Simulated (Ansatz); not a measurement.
A further run on the cluster Pb₃⁻ (the lowest doublet isomer of a short search).

```yaml
crystal:
  periodic: [false, false, false]
  atoms:
    - {symbol: Pb, position_ang: [-0.822817, 1.157505, 1.042621]}
    - {symbol: Pb, position_ang: [1.167731, 0.568665, -1.003585]}
    - {symbol: Pb, position_ang: [-0.344914, -1.726160, -0.039036]}
basis:
  gaussian: {orbitals: def2-TZVP}
total_charge: -1
magnetization: {spin_polarized: true, initial_magnetization: 1}
hamiltonian: {xc: {name: r2SCANh}, pseudopotentials: {relativity: scalar}}
scf: {omitted_lower_state_checks: [starts]}
```

```sh
$ ansatz run in.yaml --threads 4 --pin off --events-out ev --progress --plain --max-ram 3916MiB
```

Output, abridged:

```
Functional definition: r2SCANh
1146 factors; their error is unknown
mean field evaluation 1: about -15753.7488 eV, gradient 7.0e0 eV
mean field evaluation 2: about -15753.1111 eV, gradient 1.1e1 eV
mean field evaluation 4: about -15754.0026 eV, gradient 8.1e-1 eV
mean field evaluation 8: about -15754.0039 eV, gradient 1.5e-1 eV
mean field evaluation 16: about -15754.0540 eV, gradient 3.5e-3 eV
mean field evaluation 32: about -15754.0540 eV, gradient 8.6e-5 eV
mean field -15754.05397947 eV, -578.9508052641 hartree, gradient 8.1e-6 eV, S^2 0.787758; 0 other end points of the search recorded, 0 dependent functions left out
reference -15754.05399972 eV, -578.9508060084 hartree; 34, 33 occupied and 116, 117 virtual orbitals, 1146 factors
Total energy: -15754.05399972 eV, -578.9508060084 hartree
Relativity: scalar
Checks for a lower state left out: starts
```

Hardware: 4 threads of Arm Neoverse V2 on a shared host. Wall time 24 s, peak host memory 0.85 GiB.

In the def2 sets Pb takes a core potential; there is no spin–orbit coupling. The highest occupied level of an anion often lies above zero with these methods, and sets without diffuse functions describe the outer electron poorly.
